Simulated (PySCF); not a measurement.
ClMg (SMILES [Mg][Cl]), doublet, geometry from GFN2-xTB (such geometries of metal compounds can be far from the true shape) (the spin is typed, not shown lowest). Base run: DF-BLYP/6-31G* (PySCF).

Here is a job for PySCF.
```python
from pyscf import gto, scf, dft

mol = gto.M(
    atom='''
Mg   -0.00000000   -0.00000000   -1.26784659
Cl    0.00000000    0.00000000    0.89495053
''',
    basis='6-31g*',
    spin=1,
    verbose=4,
)

mf = dft.UKS(mol)
mf.xc = 'blyp'
mf = mf.density_fit(auxbasis='def2-universal-jkfit')
mf.kernel()
```

Variants of this job, named by their change:

```json
[
 {"change": "base", "basis functions": "36", "E (Eh)": "-660.28690", "HOMO (eV)": "-4.68", "dipole (D)": "3.01"},
 {"change": "basis = 3-21G", "basis functions": "26", "E (Eh)": "-656.93826", "HOMO (eV)": "-4.79", "dipole (D)": "3.44"},
 {"change": "basis = pc-1", "basis functions": "[?]", "E (Eh)": "[?]", "HOMO (eV)": "[?]", "dipole (D)": "[?]"},
 {"change": "basis = cc-pVDZ", "basis functions": "36", "E (Eh)": "[?]", "HOMO (eV)": "[?]", "dipole (D)": "[?]"},
 {"change": "basis = aug-pcseg-1", "basis functions": "[?]", "E (Eh)": "[?]", "HOMO (eV)": "-4.75", "dipole (D)": "3.19"},
 {"change": "basis = def2-SVPD", "basis functions": "48", "E (Eh)": "-660.11614", "HOMO (eV)": "-4.75", "dipole (D)": "3.20"},
 {"change": "basis = 6-311G**", "basis functions": "52", "E (Eh)": "-660.34096", "HOMO (eV)": "-4.75", "dipole (D)": "3.36"},
 {"change": "basis = aug-cc-pVDZ", "basis functions": "54", "E (Eh)": "-660.33065", "HOMO (eV)": "-4.75", "dipole (D)": "3.18"},
 {"change": "basis = def2-TZVP", "basis functions": "69", "E (Eh)": "-660.34103", "HOMO (eV)": "-4.69", "dipole (D)": "3.06"},
 {"change": "basis = 6-311+G(2d,p)", "basis functions": "70", "E (Eh)": "-660.34491", "HOMO (eV)": "-4.73", "dipole (D)": "3.23"},
 {"change": "basis = aug-cc-pVTZ", "basis functions": "[?]", "E (Eh)": "[?]", "HOMO (eV)": "[?]", "dipole (D)": "3.19"},
 {"change": "basis = cc-pVQZ", "basis functions": "118", "E (Eh)": "-660.35989", "HOMO (eV)": "-4.69", "dipole (D)": "3.14"},
 {"change": "basis = def2-QZVPP", "basis functions": "133", "E (Eh)": "-660.36703", "HOMO (eV)": "-4.69", "dipole (D)": "3.15"}
]
```

Some entries are withheld; supply them.


- basis = pc-1, basis functions: 28
- basis = pc-1, E (Eh): -660.32410
- basis = pc-1, HOMO (eV): -4.64
- basis = pc-1, dipole (D): 3.88
- basis = cc-pVDZ, E (Eh): -660.32570
- basis = cc-pVDZ, HOMO (eV): -4.67
- basis = cc-pVDZ, dipole (D): 2.90
- basis = aug-pcseg-1, basis functions: 41
- basis = aug-pcseg-1, E (Eh): -660.30618
- basis = aug-cc-pVTZ, basis functions: 100
- basis = aug-cc-pVTZ, E (Eh): -660.35507
- basis = aug-cc-pVTZ, HOMO (eV): -4.71

Totals compare only among sets that treat the same electrons; sets with core potentials leave the core out.

Open shells are given as the SCF converged; they aren't shown to be the lowest states, and a large step between rows can be another state.
